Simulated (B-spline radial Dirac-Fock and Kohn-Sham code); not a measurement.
## Lβ3 (L1-M3) energies across the elements Ar to Co

Model: ΔSCF Dirac-Fock with Breit, self-energy and vacuum polarisation, finite nucleus, configuration average. Program: a radial atomic solver. Free neutral atoms. No correlation.

```
 Z  element  energy (eV)  wavelength (Å)
18       Ar        312.3          39.696
19        K        362.4          34.215
20       Ca        416.3          29.779
21       Sc        471.2          26.311
22       Ti        529.2          23.429
23        V        590.3          21.004
24       Cr        652.6          18.998
25       Mn        722.1          17.170
26       Fe        792.9          15.638
27       Co        866.9          14.301
```

Q: How well does Moseley's law, √E linear in Z, describe these energies?

A: A straight-line fit gives √(E/eV) = 1.3026·(Z − 4.37). The slope squared is 0.1247 Ry, against 0.1389 Ry for a hydrogen-like ion. The residuals, fit less computed, are Ar +2.8, K +0.7, Ca -1.9, Sc -2.1, Ti -1.9, V -1.5, Cr +1.1, Mn -0.1, Fe +0.9, Co +1.9 eV.
